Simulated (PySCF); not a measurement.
# What a mistake does to a calculation on BCH4O

These are calculations, not measurements. They come from PySCF 2.14.0, an open-source quantum chemistry program, on an isolated molecule that a program drew, which may never have been made. The molecule is BCH4O (charge 0, doublet), drawn as the SMILES string `[BH]CO`.

Each row is a Hartree-Fock (HF) and frozen-core CCSD(T) single point in the cc-pVDZ basis, meant for a local HF minimum. Run 1 is clean. Each other run has one planted mistake out of seven kinds, and not every kind appears here: one electron removed, one electron added, multiplicity raised by two, geometry at a saddle point, minimal basis STO-3G, one bond length entered in bohr, all coordinates scaled. The reference is restricted for singlets and unrestricted otherwise, and also for a bond in bohr. Adding or removing an electron swaps singlet and doublet. Electrons count all cores. HOMO and LUMO are orbital energies over both spins, the gradient is its largest component, and the lowest frequency (negative if imaginary) is given only where the gradient is small. Bond lengths are over the 6 bonds as drawn. T1 is the CCSD diagnostic: over 0.02 (restricted) or 0.045 (unrestricted) a single reference is doubtful.

Geometry of the clean run:
```xyz
7
BCH4O, angstrom
B    -1.3005    1.7853   -1.2617
C    -1.5580    0.8742   -0.0167
O    -2.9261    0.7413    0.2872
H    -2.0930    2.3543   -1.9519
H    -0.9939    1.2990    0.8280
H    -1.0899   -0.1019   -0.2169
H    -3.0243    0.1833    1.0442
```

```
run  electrons  basis functions  <S^2>  HOMO (eV)  LUMO (eV)  gradient (hartree/bohr)  lowest frequency (cm^-1)  mean bond (Å)  longest bond (Å)      T1  HF (hartree)  CCSD(T) (hartree)                     mistake
  1         23               62  0.753      -9.22       2.14                  1.8e-05                       243         1.2190             1.564  0.0105    -139.65908         -140.08796                    no fault
  2         23               62  3.757      -7.06      -2.27                  1.1e-01                         -         1.2190             1.564  0.0332    -139.46412         -139.89301  multiplicity raised by two
  3         24               62  0.000       0.92       9.32                  6.5e-02                         -         1.2190             1.564  0.0125    -139.58213         -140.04913          one electron added
  4         23               19  0.752      -7.76       6.80                  4.9e-02                         -         1.2190             1.564  0.0068    -137.82521         -137.96675        minimal basis STO-3G
  5         23               62  1.201      -9.66       1.85                  4.3e-02                         -         1.4510             2.956  0.0482    -139.54003         -139.95897                           ?
  6         23               62  0.753      -8.78       2.57                  1.5e-01                         -         1.0971             1.408  0.0099    -139.58106         -139.99579                           ?
```

**Which mistake was planted in run 5, and what did it cost?**

The mean bond changes by a factor of 1.190 and the longest by 1.890, so the molecule wasn't scaled as a whole. A length L in bohr read as angstrom grows by (1/0.5292 - 1) L = 0.890 L. The 6 bonds together grew by 6 x 0.2320 = 1.392 Å, which gives L = 1.565 Å. That is bond B1-C2, 1.564 Å in the clean geometry. So the mistake is: one bond length entered in bohr. Subtracting run 1 and multiplying by 627.51 kcal/mol a hartree, the energy moved by 74.7 kcal/mol in HF and 80.9 kcal/mol in CCSD(T).

**Which mistake was planted in run 6, and what did it cost?**

The mean and the longest bond both change by the same factor, 0.900, and the gradient is no longer small. So the mistake is: all coordinates scaled. Subtracting run 1 and multiplying by 627.51 kcal/mol a hartree, the energy moved by 49.0 kcal/mol in HF and 57.8 kcal/mol in CCSD(T).

Cautions from the logs. Run 3: the HOMO is above zero, so the electron isn't bound and the energy depends on the basis; run 5: T1 is over the limit, so its CCSD(T) energy is less reliable.
